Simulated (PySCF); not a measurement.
Geometries of 4 isomers of C6H5F3O, from PySCF, PBE0-D3(BJ)/def2-SVP geometry optimisation, gas phase. One conformer each, no zero-point energy, no frequencies.

Question: Which isomer lies lowest at this level?
A.
```xyz
15
angstrom
C      2.781    0.789   -0.536
C      1.571    0.004   -0.369
C      0.557   -0.642   -0.225
C     -0.683   -1.387   -0.056
C     -1.915   -0.520    0.124
O     -2.941   -0.696   -0.466
C     -1.823    0.623    1.163
F     -3.030    0.997    1.552
F     -1.137    0.224    2.237
F     -1.205    1.677    0.637
H      3.069    0.857   -1.596
H      2.635    1.813   -0.160
H      3.624    0.344    0.016
H     -0.890   -2.041   -0.916
H     -0.618   -2.033    0.839
```
B.
```xyz
15
angstrom
C      3.274   -0.174    0.503
C      2.042    0.241    0.209
C      1.027    1.278    0.065
C      0.696    0.022   -0.191
O     -0.194   -0.869   -0.571
C     -1.475   -0.377   -0.891
C     -2.379   -0.348    0.326
F     -1.926    0.496    1.252
F     -2.489   -1.549    0.883
F     -3.595    0.056   -0.046
H      3.530   -1.232    0.438
H      4.044    0.534    0.813
H      0.766    2.329    0.154
H     -1.916   -1.061   -1.628
H     -1.425    0.637   -1.316
```
C.
```xyz
15
angstrom
C      2.548   -0.415    0.060
C      1.632    0.539    0.270
C      0.170    0.457    0.155
C     -0.578    1.551    0.418
C     -0.481   -0.822   -0.242
O      0.106   -1.853   -0.442
C     -2.027   -0.852   -0.419
F     -2.425    0.036   -1.333
F     -2.415   -2.049   -0.809
F     -2.648   -0.564    0.730
H      2.278   -1.426   -0.240
H      3.607   -0.180    0.191
H      1.982    1.534    0.570
H     -0.093    2.484    0.716
H     -1.665    1.563    0.354
```
D.
```xyz
15
angstrom
F     -1.747   -1.570   -0.807
C     -1.948   -0.261   -0.654
F     -1.624    0.334   -1.809
F     -3.259   -0.075   -0.467
C     -1.158    0.303    0.505
C      0.314    0.103    0.375
C      1.195    0.683   -0.598
C      2.436    0.199   -0.314
O      2.388   -0.625    0.751
C      1.108   -0.682    1.161
H     -1.539   -0.176    1.418
H     -1.411    1.373    0.566
H      0.927    1.360   -1.405
H      3.414    0.346   -0.765
H      0.901   -1.313    2.022
```

Answer: D. That is `FC(F)(F)CC1=COC=C1`, 31.0 kcal/mol below the next.

| SMILES | atoms numbered as above | E (Eh) | relative (kcal/mol) | relative (kJ/mol) | dipole (D) |
| --- | --- | --- | --- | --- | --- |
| FC(F)(F)Cc1ccoc1 | [F:1][C:2]([F:3])([F:4])[CH2:5][c:6]1[cH:7][cH:8][o:9][cH:10]1 | -605.32495 | 0.0 | 0.0 | 1.79 |
| C=CC(=C)C(=O)C(F)(F)F | [CH2:1]=[CH:2][C:3](=[CH2:4])[C:5](=[O:6])[C:7]([F:8])([F:9])[F:10] | -605.27552 | 31.0 | 129.8 | 2.83 |
| CC#CCC(=O)C(F)(F)F | [CH3:1][C:2]#[C:3][CH2:4][C:5](=[O:6])[C:7]([F:8])([F:9])[F:10] | -605.25600 | 43.3 | 181.0 | 2.81 |
| C=C1C=C1OCC(F)(F)F | [CH2:1]=[C:2]1[CH:3]=[C:4]1[O:5][CH2:6][C:7]([F:8])([F:9])[F:10] | -605.20524 | 75.1 | 314.3 | 3.05 |

As drawn, the lowest has an aromatic ring, which the highest lacks; the highest has a three-membered ring and a C=C bond outside aromatic rings, which the lowest lacks.
